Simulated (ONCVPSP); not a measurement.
Ge (Z = 32) ONCV: all-electron and pseudo phase curves

ONCVPSP 4.0.1 input, shortened (lines: element, Z, core and valence counts, functional; n l f; lmax; l rc ep ncon nbas qcut; lloc lpopt rc5 dvloc0; l nproj debl; icmod fcfact rcfact), PBEsol, scalar-relativistic:

```
  Ge 32.00    5    3  -116133      upf
    1    0    2.00
    2    0    2.00
    2    1    6.00
    3    0    2.00
    3    1    6.00
    3    2   10.00
    4    0    1.00
    4    1    3.00
    2
    0    1.55    0.00    4    7    5.30
    1    2.30    0.00    4    7    3.60
    2    1.20    0.00    4    9   15.60
    4    4    1.00    3.00
    0    2    3.20
    1    2    0.40
    2    3    3.60
    0    0.00    0.00
```

The phase is arctan(r·R′/R) of the radial function R(r), unwrapped; energies in Ha, scanned from -3 to 5 Ha. A pole is an energy at which the radial function vanishes at the test radius. The pseudo phase is shifted by a multiple of π to meet the all-electron one at the reference energy, and phase errors are pseudo minus all-electron; the curves can meet again beyond the range given. Levels narrower than the energy grid can be missing from the lists of poles.

Question: For each channel, where are the poles, and over which energies does the pseudopotential scatter like the atom?

Answer:

```
channel  radius (bohr)  reference energy (Ha)  poles, all-electron  poles, pseudo  unbroken range about the reference energy with phases within 0.05 rad  phase error 1 Ha above the reference energy (rad)
      s           1.58                  -0.47                 3.25           3.25                                                        the whole range                                             -0.000
      p           2.34                  -0.17                 0.89     0.89, 4.47                                                              below 2.3                                             -0.000
      d           1.22                  -1.14                -0.46          -0.46                                                        the whole range                                             -0.000
```

Note: ghosts flagged at negative energy: s at -267.6 eV; no localised positive-energy state flagged. A true bound ghost makes a file unfit for plane-wave use.

Phases in the s channel:

```
E (Ha)  all-electron  pseudo
 -2.98         1.113   1.109
 -2.54         1.030   1.026
 -2.10         0.903   0.900
 -1.66         0.696   0.693
 -1.22         0.337   0.336
 -0.78        -0.197  -0.197
 -0.34        -0.699  -0.699
  0.10        -1.014  -1.014
  0.54        -1.198  -1.198
  0.98        -1.314  -1.314
  1.42        -1.392  -1.393
  1.86        -1.450  -1.450
  2.30        -1.495  -1.495
  2.74        -1.533  -1.533
  3.18        -1.566  -1.566
  3.62        -1.596  -1.596
  4.06        -1.625  -1.625
  4.50        -1.655  -1.656
  4.94        -1.686  -1.690
```
